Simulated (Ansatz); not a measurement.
The cluster B₆Sb₆ (the lowest singlet isomer of a short search), 12 atoms. Hardware: 4 threads of Arm Neoverse V2 on a shared host.

In the def2 sets Sb takes a core potential; there is no spin–orbit coupling. Correlated methods freeze 30 core orbitals; core or outer-core shells of Sb are correlated, in sets that lack core-valence functions.

Task: How many basis functions does each of these Ansatz runs have, and roughly what does it cost? PBE-D4/def2-SVP, charge -1 doublet, energy, from earlier orbitals; HF/STO-3G, charge 0 singlet, energy; r2SCAN-D4/def2-SVP, charge 0 singlet, relaxation, 12 steps; MP2/def2-SVP, charge 0 singlet, energy, from earlier orbitals; PBE0-D4/def2-SVP, charge 1 doublet at the geometry of the charge 0 singlet, energy; PBE0-D4/def2-SVP, charge -1 doublet at the geometry of the charge 0 singlet, energy; r2SCAN-D4/def2-SVP, charge -1 doublet, relaxation, 10 steps; PBE0-D4/def2-SVP, charge 0 triplet at the geometry of the charge 0 singlet, energy; r2SCAN-D4/def2-SVP, charge 0 singlet, energy, from earlier orbitals; RPA@PBE/def2-SVP, charge 0 singlet, energy, from earlier orbitals; PBE0-D4/def2-SVP, charge -1 doublet, energy, from earlier orbitals; PBE-D4/def2-SVP, charge 1 doublet at the geometry of the charge 0 singlet, energy, from earlier orbitals.

Result: Other jobs shared the machine, so times can vary by a factor of up to 3.

| run | functions | fitting or Cholesky vectors | wall time | peak host memory (GiB) |
| --- | --- | --- | --- | --- |
| MP2/def2-SVP, charge 0 singlet, energy, from earlier orbitals | 240 | 2868 | 14 s | 1.3 |
| HF/STO-3G, charge 0 singlet, energy | 192 | 2092 | 14 s | 1.5 |
| PBE-D4/def2-SVP, charge -1 doublet, energy, from earlier orbitals | 240 | 2820 | 15 s | 0.68 |
| r2SCAN-D4/def2-SVP, charge 0 singlet, energy, from earlier orbitals | 240 | 2820 | 15 s | 0.65 |
| PBE-D4/def2-SVP, charge 1 doublet at the geometry of the charge 0 singlet, energy, from earlier orbitals | 240 | 2820 | 19 s | 0.7 |
| RPA@PBE/def2-SVP, charge 0 singlet, energy, from earlier orbitals | 240 | 2868 | 22 s | 1.3 |
| PBE0-D4/def2-SVP, charge -1 doublet, energy, from earlier orbitals | 240 | 2868 | 28 s | 1.9 |
| PBE0-D4/def2-SVP, charge -1 doublet at the geometry of the charge 0 singlet, energy | 240 | 2868 | 33 s | 2.1 |
| PBE0-D4/def2-SVP, charge 0 triplet at the geometry of the charge 0 singlet, energy | 240 | 2868 | 42 s | 2.1 |
| PBE0-D4/def2-SVP, charge 1 doublet at the geometry of the charge 0 singlet, energy | 240 | 2868 | 56 s | 2.1 |
| r2SCAN-D4/def2-SVP, charge 0 singlet, relaxation, 12 steps | 240 | 2820 | 2.2 min | 0.61 |
| r2SCAN-D4/def2-SVP, charge -1 doublet, relaxation, 10 steps | 240 | 2820 | 3.8 min | 0.65 |
